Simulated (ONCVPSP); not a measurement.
# Which change was made? (F, ONCV)

F, optimised norm-conserving Vanderbilt (ONCV), made with ONCVPSP 4.0.1 (PBE, scalar-relativistic). Core [He], reference 2s1.75 2p5.25. Waves: 2s: rc 0.70 bohr, ncon 4, nbas 8, qcut 8.2 1/bohr, 2 projectors, debl 1.4 Ha; 2p: rc 1.10 bohr, ncon 4, nbas 7, qcut 11.4 1/bohr, 2 projectors, debl 2 Ha; d scattering state at 0.32 Ha: rc 1.25 bohr, ncon 3, nbas 7, qcut 7.7 1/bohr, 1 projector. Local part: polynomial inside 0.70 bohr (lpopt 5, dvloc0 0 Ha). Core correction: Teter function, fcfact 4.5, rcfact 1.05.

Cutoffs, loose and tight: the cutoffs (Ha) at which the residual kinetic energy of the hardest occupied pseudo-wave falls to 1 and 0.1 mHa per electron. They do not see the model core or the augmentation charge, which bear on the density cutoff. Test errors are all-electron minus pseudo excitation energies from the reference, over the configurations 2s2 2p5; 2s2 2p4; 2s2 2p3; 2s2 2p2; variants that change the core or the reference have their own tests.

The base gives: outcome: generated; cutoff, loose: 193 Ha; cutoff, tight: 345 Ha; bound ghosts: none; GHOST(+) flags above zero: s; largest test error (meV): +389.

(1) After one change the result is: outcome: generated; cutoff, loose: 118 Ha; cutoff, tight: 515 Ha; bound ghosts: s; GHOST(+) flags above zero: s; largest test error (meV): +177. Which change was it?
A. all radii but the core radius scaled by about 1.32 (s 0.92, p 1.46, d 1.66 bohr); local potential polynomial inside 0.92 bohr (lpopt 5, dvloc0 0 Ha)
B. all radii but the core radius scaled by about 1.10 (s 0.76, p 1.20, d 1.38 bohr); local potential polynomial inside 0.76 bohr (lpopt 5, dvloc0 0 Ha)
C. all radii but the core radius scaled by about 0.91 (s 0.64, p 1.00, d 1.14 bohr); local potential polynomial inside 0.64 bohr (lpopt 5, dvloc0 0 Ha)
D. all radii but the core radius scaled by about 0.77 (s 0.54, p 0.84, d 0.96 bohr); local potential polynomial inside 0.54 bohr (lpopt 5, dvloc0 0 Ha)

Answers

(1) D. The others give: all radii but the core radius scaled by about 1.32 (s 0.92, p 1.46, d 1.66 bohr); local potential polynomial inside 0.92 bohr (lpopt 5, dvloc0 0 Ha) → outcome: generated; cutoff, loose: 39 Ha; cutoff, tight: 184 Ha; bound ghosts: none; GHOST(+) flags above zero: none; largest test error (meV): +950 | all radii but the core radius scaled by about 0.91 (s 0.64, p 1.00, d 1.14 bohr); local potential polynomial inside 0.64 bohr (lpopt 5, dvloc0 0 Ha) → outcome: generated; cutoff, loose: 198 Ha; cutoff, tight: 398 Ha; bound ghosts: none; GHOST(+) flags above zero: s; largest test error (meV): +286 | all radii but the core radius scaled by about 1.10 (s 0.76, p 1.20, d 1.38 bohr); local potential polynomial inside 0.76 bohr (lpopt 5, dvloc0 0 Ha) → outcome: generated; cutoff, loose: 155 Ha; cutoff, tight: 292 Ha; bound ghosts: none; GHOST(+) flags above zero: s; largest test error (meV): +520.
